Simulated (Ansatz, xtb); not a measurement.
Diatomic TiSn, multiplicity 5 (lowest of 2S+1 = 1, 3, 5, 7 at PBE0/def2-TZVPP; our sources give no spin for the ground state, which may be another). No spin–orbit coupling. Ti is treated without relativity.

Constants: fifth-degree fit in 1/R to seven points, most abundant isotopes. In def2 and cc sets the state is the lowest found near the PBE0 minimum, followed along R.

The values were computed with Ansatz (Gaussian orbitals); xtb for the GFN methods. Each number belongs to the level named beside it. In def2 rows elements past Kr take small-core potentials, without spin–orbit coupling. The GFN methods have no spin term and hold the electronic entropy of 300 K.

Problem. What bond length and harmonic frequency does GFN2-xTB give?

Solution. r_e = 2.599 Å, ω_e = 289 cm⁻¹.

Problem. What bond length and harmonic frequency does r2SCAN/def2-TZVPP give?

Solution. r_e = 2.682 Å, ω_e = 236 cm⁻¹.

Problem. What bond length and harmonic frequency does CAM-B3LYP/def2-TZVPP give?

Solution. r_e = 2.670 Å, ω_e = 235 cm⁻¹.

Ansatz is a first-principles code.
